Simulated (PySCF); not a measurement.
Cost of one run: geometry optimisation, `O=CC/C=N\[SiH3]`.

Method: PBE0-D3(BJ)/def2-SVP geometry optimisation, gas phase (PySCF 2.14.0). Work: geometry optimisation from a GFN2-xTB start shaken at random, density fitting. A driver script takes a list of jobs; this job's settings line and coordinates (Å) are shown.

Command:
```bash
OMP_NUM_THREADS=1 python probes_run.py task.json out
```

Input:
```
{"job": {"xc": "PBE0", "basis": "def2-SVP", "d3": "d3bj", "grid": 1, "shake": 0.01, "kind": "geom"}, "charge": 0, "multiplicity": 1}
O     -2.729910     0.306890     1.238910
C     -1.624350     0.465930     0.869110
C     -1.182260     0.469940    -0.570910
C     -0.383650    -0.825880    -0.776630
N      0.771480    -1.061920    -0.506800
Si     2.089550    -0.177100     0.178180
H     -0.772120     0.571230     1.588120
H     -2.004720     0.542360    -1.234980
H     -0.477850     1.310160    -0.696120
H     -1.024940    -1.641020    -1.170070
H      2.350560    -0.902920     1.430890
H      1.888210     1.245990     0.479880
H      3.105820    -0.320540    -0.839900
```

Hardware: Arm Neoverse V1, one thread, no GPU, shared host. PySCF's memory limit was set to 1760 MB.

**Question.** How large is the basis?

**Answer.** 123 functions.

**Question.** Which is nearest to the wall time?
A. 69 min
B. 69 s
C. 8.6 s
D. 9.2 min

**Answer.** B. The run took 69 s. The run took 12 energy-and-gradient evaluations and 85 SCF cycles, 5.8 s an evaluation on average.

**Question.** Estimate the peak memory.

**Answer.** About 0.51 GiB. Peak memory is the resident size of the whole Python process, interpreter and libraries included.

The output:
```
step   0  E = -537.28133847  max force = 0.086245
step   1  E = -537.29034035  max force = 0.017022
step   2  E = -537.29072132  max force = 0.004820
step   3  E = -537.29054510  max force = 0.012183
step   4  E = -537.29098930  max force = 0.001536
step   5  E = -537.29097621  max force = 0.002076
step   6  E = -537.29102444  max force = 0.000829
step   7  E = -537.29106703  max force = 0.000430
step   8  E = -537.29110551  max force = 0.000380
step   9  E = -537.29112734  max force = 0.000678
step  10  E = -537.29113778  max force = 0.000613
step  11  E = -537.29114114  max force = 0.000249
optimisation converged
```

Energies in Eh; «max force» is the largest Cartesian gradient component in Eh/bohr.

The host was shared with other jobs, so the times are rough.
